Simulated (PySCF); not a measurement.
Ga(Me)(OH)2 (CH5GaO2), SMILES [CH3][Ga]([OH])[OH].

The structure is a stationary point at B3LYP-D3(BJ)/def2-SVP. The structure was generated by enumeration; whether it is a known compound was not checked. Other conformers were not sampled.

Calculation: TDA-M06-2X/def2-SVPD (PySCF 2.14.0).

Vertical excitations. Isolated molecule, no solvent.

| state | energy (eV) | λ (nm) | f | main pairs |
|---|---|---|---|---|
| S1 | 7.01 | 177 | 0.000 | HOMO−1→LUMO 80 % |
| S2 | 7.21 | 172 | 0.167 | HOMO→LUMO 76 %, HOMO→LUMO+1 13 % |
| S3 | 7.21 | 172 | 0.032 | HOMO→LUMO+1 80 %, HOMO→LUMO 12 % |
| S4 | 7.63 | 162 | 0.000 | HOMO−1→LUMO+1 54 %, HOMO−3→LUMO 31 % |
| S5 | 7.66 | 162 | 0.107 | HOMO−2→LUMO 64 %, HOMO−1→LUMO+2 17 % |
| S6 | 8.00 | 155 | 0.001 | HOMO−3→LUMO+1 95 % |
| S7 | 8.29 | 150 | 0.182 | HOMO−3→LUMO 49 %, HOMO−1→LUMO+1 33 % |
| S8 | 8.39 | 148 | 0.069 | HOMO−2→LUMO+1 28 %, HOMO→LUMO+2 19 %, HOMO−4→LUMO 18 %, HOMO→LUMO+3 16 % |
| S9 | 8.63 | 144 | 0.009 | HOMO→LUMO+2 47 %, HOMO−2→LUMO+1 34 % |
| S10 | 8.77 | 141 | 0.000 | HOMO−1→LUMO+2 53 %, HOMO−2→LUMO 15 %, HOMO−2→LUMO+2 15 % |
| T1 | 6.51 | 190 | 0 | HOMO→LUMO 80 % |
| T2 | 6.71 | 185 | 0 | HOMO−1→LUMO 71 % |
| T3 | 6.78 | 183 | 0 | HOMO→LUMO+1 96 % |
| T4 | 6.88 | 180 | 0 | HOMO−1→LUMO+1 91 % |
Triplets are in the Tamm–Dancoff approximation.
